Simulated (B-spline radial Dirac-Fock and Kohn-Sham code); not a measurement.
# What relativity does to the binding energies of W²¹⁺

System: the W²¹⁺ ion, configuration [Kr] 4d10 4f7.

Both columns are ΔSCF binding energies of the configuration average from a B-spline atomic structure program: non-relativistic Hartree-Fock with a point nucleus, and Dirac-Fock with a finite nucleus and the Coulomb interaction alone, averaged over the two j levels with weights 2j+1.

```tsv
shell	Hartree-Fock (eV)	Dirac-Fock (eV)	shift (eV)	shift (%)
1s	64813.2	70479.0	+5665.84	+8.74
2s	11255.8	12758.7	+1502.93	+13.35
2p	10792.0	11292.8	+500.83	+4.64
3s	3069.5	3442.4	+372.99	+12.15
3p	2854.9	2995.4	+140.55	+4.92
3d	2459.5	2444.1	-15.33	-0.62
4s	1072.7	1173.7	+101.04	+9.42
4p	979.9	1018.4	+38.51	+3.93
4d	810.5	809.4	-1.20	-0.15
4f	598.3	589.6	-8.67	-1.45
```

Relativity binds 1s, 2s, 2p, 3s, 3p, 4s, 4p more strongly, among those listed most of all 2s in relative terms, and 3d, 4d, 4f more weakly, because the contracted s and p shells screen the nucleus better.

Values without a named source are computed, but for edge energies of neutral atoms, which are taken from tables.
